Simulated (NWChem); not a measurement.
C₃H₄Cl₂Si; SMILES C#C[Si](C)(Cl)Cl

Computed with NWChem. Medium grid unless said otherwise, to which SCAN and Minnesota functionals are sensitive. Coordinates come from a PBE0/def2-SVP optimisation.

Task: Among these, which level gives the highest value of “orbital gap (eV)”?
A) BLYP/def2-SVP
B) B3LYP/def2-SVP
C) PBE/def2-SVP
D) CAM-B3LYP/def2-SVP

Result: D, CAM-B3LYP/def2-SVP. Values: BLYP/def2-SVP 5.80; PBE/def2-SVP 5.81; B3LYP/def2-SVP 7.60; CAM-B3LYP/def2-SVP 10.59
